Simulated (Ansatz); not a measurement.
A nudged elastic band was laid between two geometries of BCl3 + FH (6 atoms, charge 0, multiplicity 1).

Level of theory: Ansatz, RKS PBE-D4/def2-SVP.

```
movable images  : 9
climbing image  : yes
spring          : 5.0 eV/Å²
optimiser       : quadratic models (default)
start path      : through a guess of the saddle point
force threshold : 0.05 eV/Å
iteration limit : 60
end points      : relaxed
```

Initial state:

```xyz
6
Properties=species:S:1:pos:R:3
B 0.000 0.289 0.034
Cl 0.000 0.517 1.801
Cl 1.520 0.313 -0.824
Cl -1.525 0.235 -0.813
F 0.068 -2.305 0.717
H 0.058 -1.778 1.496
```

Final state:

```xyz
6
Properties=species:S:1:pos:R:3
B 0.017 -0.486 -0.577
Cl 0.015 0.065 2.705
Cl 1.527 0.303 -0.977
Cl -1.534 0.225 -0.967
F 0.049 -1.692 -0.009
H 0.045 -1.145 2.237
```

Question: Which bonds break or form, and what moves?

Answer: Bonds broken: B1–Cl2, F5–H6. Bonds formed: B1–F5, Cl2–H6. BCl3 + FH becomes BCl2F + ClH.

Question: What energy profile does the band end with?

Answer: The run converged. The highest image is number 4 of 0 to 10, 0.34 eV above the first end and 0.97 eV above the last; the last end lies 0.64 eV below the first. A vibrational analysis at the climbing image gives one clearly imaginary mode, 637i cm⁻¹: a first-order saddle point. The orbitals stay closed-shell, which can raise the energy where a bond breaks towards radicals; this wasn't checked here.

```tsv
image	path coordinate (Å)	energy (eV)	B1–Cl2 (Å)	F5–H6 (Å)	B1–F5 (Å)
0	0.00	0.00	1.78	0.94	2.68
1	0.27	0.02	1.80	0.94	2.38
2	0.54	0.09	1.83	0.96	2.05
3	0.81	0.21	1.90	1.01	1.78
4	1.09	0.34	2.03	1.16	1.58
5	1.33	0.15	2.18	1.39	1.46
6	1.58	-0.20	2.40	1.62	1.39
7	1.82	-0.45	2.67	1.83	1.35
8	2.07	-0.58	2.93	2.02	1.34
9	2.31	-0.63	3.15	2.20	1.34
10	2.55	-0.64	3.33	2.31	1.33
```

Question: What is the geometry of the highest image?

Answer: 
```xyz
6
Properties=species:S:1:pos:R:3
B 0.014 -0.237 0.010
Cl 0.010 0.211 1.988
Cl 1.538 0.214 -0.767
Cl -1.535 0.145 -0.756
F 0.050 -1.761 0.437
H 0.043 -1.301 1.498
```

Question: What are the harmonic wavenumbers there?

Answer: 637i, 172, 213, 285, 286, 413, 483, 725, 737, 967, 1079, 1640 cm⁻¹.

The band took 24 iterations and about 13 core-minutes.

Run time: 6.6 min on 2 threads of Arm Neoverse N1, with other jobs on the host, peak memory 0.13 GiB.
